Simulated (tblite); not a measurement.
Compound: C₆H₁₇PSi.
Numbering: `[CH3:1][CH:2]([CH3:3])[CH2:4][P:5]([CH3:6])[CH2:7][SiH3:8]` (hydrogens: H9, H10, H11 on C1; H12 on C2; H13, H14, H15 on C3; H16, H17 on C4; H18, H19, H20 on C6; H21, H22 on C7; H23, H24, H25 on Si8)

Computed with GFN2-xTB (tblite), gas phase: L-BFGS steps from a force-field or distance-geometry start until the largest atomic force falls under 0.01 eV/Å.

Step 18: E = -700.6137 eV
```
atom  x, y, z in Å  |  force x, y, z in eV/Å
C1      2.4764    0.9685    1.4937   -0.051  -0.022  -0.037
C2      1.5929    0.5239    0.3209   -0.061   0.158  -0.014
C3      2.4033   -0.2100   -0.7566    0.028   0.013   0.016
C4      0.4056   -0.3474    0.7458    0.008   0.073  -0.035
P5     -0.4790   -0.9831   -0.7759    0.111   0.170  -0.097
C6     -1.4933   -2.3153   -0.0016   -0.073  -0.003   0.070
C7     -1.7325    0.3546   -1.1129   -0.012  -0.032   0.110
Si8    -2.8108    1.3724    0.1132    0.044  -0.003  -0.013
H9      2.0032    1.7823    2.0419   -0.010  -0.099   0.042
H10     3.4270    1.3322    1.1040   -0.066   0.053   0.089
H11     2.6860    0.1584    2.1906   -0.057  -0.050  -0.094
H12     1.1794    1.4374   -0.1157    0.008   0.076  -0.108
H13     3.4695   -0.1757   -0.5671    0.118   0.062   0.076
H14     2.2219    0.2325   -1.7298   -0.013  -0.008  -0.113
H15     2.1054   -1.2526   -0.8106    0.074  -0.108   0.033
H16    -0.3130    0.1978    1.3709    0.160  -0.043   0.022
H17     0.7957   -1.2070    1.2989   -0.118  -0.061  -0.002
H18    -0.9969   -3.2641   -0.1782    0.206  -0.118   0.046
H19    -2.4490   -2.3745   -0.5063   -0.254   0.093   0.026
H20    -1.6129   -2.1784    1.0670   -0.173   0.077   0.112
H21    -2.3947   -0.1384   -1.8304   -0.082   0.047  -0.040
H22    -1.1602    1.0801   -1.7014   -0.035   0.031  -0.017
H23    -2.0656    2.5909    0.5125   -0.103  -0.321   0.018
H24    -3.9784    1.8150   -0.6833    0.166  -0.097   0.175
H25    -3.2908    0.6246    1.2980    0.186   0.112  -0.266
```

Step 19: E = -700.6360 eV
```
atom  x, y, z in Å  |  force x, y, z in eV/Å
C1      2.4636    0.9586    1.4957   -0.002   0.038  -0.009
C2      1.5974    0.5221    0.3123   -0.133   0.091   0.027
C3      2.4154   -0.2127   -0.7572    0.035   0.049   0.009
C4      0.4101   -0.3436    0.7305   -0.125  -0.091  -0.120
P5     -0.4713   -0.9864   -0.7946    0.036   0.181  -0.063
C6     -1.5007   -2.2980   -0.0015   -0.038   0.011   0.051
C7     -1.7294    0.3518   -1.1166    0.010  -0.051   0.035
Si8    -2.7995    1.3556    0.1261    0.058  -0.022  -0.041
H9      1.9748    1.7582    2.0472   -0.040  -0.049   0.093
H10     3.4039    1.3439    1.1114    0.065   0.100   0.075
H11     2.6908    0.1504    2.1892   -0.094  -0.081  -0.130
H12     1.1805    1.4359   -0.1217    0.072   0.069  -0.125
H13     3.4805   -0.1549   -0.5669    0.122   0.028   0.070
H14     2.2278    0.2271   -1.7292   -0.018  -0.024  -0.171
H15     2.1339   -1.2613   -0.8093    0.078  -0.046   0.062
H16    -0.3181    0.1995    1.3400    0.108   0.050   0.087
H17     0.7835   -1.1996    1.2979   -0.056  -0.100  -0.014
H18    -1.0148   -3.2558   -0.1478    0.243  -0.148   0.039
H19    -2.4600   -2.3688   -0.4972   -0.239   0.139   0.001
H20    -1.6111   -2.1216    1.0604   -0.208   0.050   0.179
H21    -2.3965   -0.1329   -1.8351   -0.103  -0.005  -0.013
H22    -1.1738    1.0834   -1.7124    0.019   0.053   0.020
H23    -2.0480    2.5645    0.5309   -0.091  -0.266   0.025
H24    -3.9617    1.7900   -0.6760    0.109  -0.048   0.160
H25    -3.2883    0.6185    1.3117    0.191   0.072  -0.247
```

Step 20: E = -700.6573 eV
```
atom  x, y, z in Å  |  force x, y, z in eV/Å
C1      2.4504    0.9491    1.4965    0.034   0.098   0.012
C2      1.5990    0.5227    0.3029   -0.128  -0.008   0.022
C3      2.4280   -0.2142   -0.7576    0.043   0.079  -0.014
C4      0.4133   -0.3401    0.7151   -0.213  -0.198  -0.138
P5     -0.4673   -0.9851   -0.8092   -0.037   0.076  -0.068
C6     -1.5103   -2.2825   -0.0006   -0.018   0.010   0.067
C7     -1.7269    0.3500   -1.1220    0.004  -0.036  -0.062
Si8    -2.7868    1.3389    0.1369    0.076  -0.062  -0.095
H9      1.9469    1.7328    2.0540   -0.066  -0.001   0.138
H10     3.3817    1.3553    1.1193    0.164   0.138   0.071
H11     2.6917    0.1392    2.1833   -0.118  -0.106  -0.160
H12     1.1815    1.4374   -0.1313    0.125   0.044  -0.123
H13     3.4925   -0.1323   -0.5631    0.070  -0.004   0.043
H14     2.2349    0.2204   -1.7316   -0.007  -0.062  -0.168
H15     2.1640   -1.2704   -0.8053    0.085   0.060   0.089
H16    -0.3157    0.2037    1.3168    0.020   0.133   0.144
H17     0.7730   -1.1925    1.2957   -0.002  -0.124  -0.046
H18    -1.0271   -3.2478   -0.1178    0.205  -0.075   0.042
H19    -2.4764   -2.3643   -0.4873   -0.122   0.168   0.010
H20    -1.6145   -2.0683    1.0566   -0.223   0.001   0.147
H21    -2.4006   -0.1259   -1.8411   -0.098  -0.054   0.025
H22    -1.1872    1.0884   -1.7251    0.063   0.057   0.063
H23    -2.0315    2.5331    0.5501   -0.036  -0.145   0.047
H24    -3.9432    1.7633   -0.6664    0.012   0.020   0.114
H25    -3.2803    0.6131    1.3189    0.165  -0.012  -0.159
```

Question: Estimate the geometry and energy of step 21. (The exact step hangs on the optimiser's Hessian estimate; all steps are aligned on step 20, rigid shifts and turns removed.)

Answer: E = -700.6765 eV, largest force 0.302 eV/Å
```
atom  x, y, z in Å  |  force x, y, z in eV/Å
C1      2.4395    0.9428    1.4960    0.040   0.120   0.010
C2      1.5976    0.5250    0.2943   -0.067  -0.079  -0.008
C3      2.4387   -0.2134   -0.7579    0.037   0.086  -0.031
C4      0.4126   -0.3378    0.7035   -0.194  -0.194  -0.127
P5     -0.4667   -0.9814   -0.8201   -0.138  -0.070  -0.013
C6     -1.5209   -2.2715    0.0027    0.005   0.022   0.026
C7     -1.7263    0.3505   -1.1290    0.007  -0.029  -0.146
Si8    -2.7754    1.3258    0.1427    0.092  -0.096  -0.148
H9      1.9245    1.7113    2.0621   -0.074   0.030   0.157
H10     3.3661    1.3645    1.1266    0.193   0.154   0.080
H11     2.6874    0.1264    2.1726   -0.115  -0.109  -0.169
H12     1.1830    1.4410   -0.1430    0.148   0.005  -0.100
H13     3.5023   -0.1124   -0.5563    0.005  -0.022   0.003
H14     2.2422    0.2124   -1.7371    0.015  -0.095  -0.118
H15     2.1903   -1.2761   -0.7987    0.086   0.148   0.102
H16    -0.3053    0.2113    1.3095   -0.079   0.163   0.150
H17     0.7668   -1.1875    1.2916    0.028  -0.142  -0.082
H18    -1.0314   -3.2397   -0.0943    0.121   0.024   0.049
H19    -2.4938   -2.3621   -0.4780    0.036   0.175   0.032
H20    -1.6244   -2.0318    1.0561   -0.212  -0.032   0.103
H21    -2.4062   -0.1193   -1.8472   -0.082  -0.086   0.050
H22    -1.1972    1.0933   -1.7367    0.089   0.056   0.088
H23    -2.0181    2.5040    0.5670    0.033  -0.005   0.070
H24    -3.9287    1.7411   -0.6573   -0.090   0.088   0.057
H25    -3.2678    0.6077    1.3189    0.115  -0.113  -0.036
```

The energy changes by -0.0192 eV. The first-order estimate −F·Δx gives -0.0262 eV and the mean of the old and new forces, exact on a quadratic surface, -0.0192 eV. The step makes an angle of 72° with the force vector and moves no atom by more than 0.038 Å.

The cost below is that of the whole relaxation. On Arm Neoverse V1, one thread, shared host with 32 logical CPUs at a one-minute load of 12, this took 1.4 s wall.
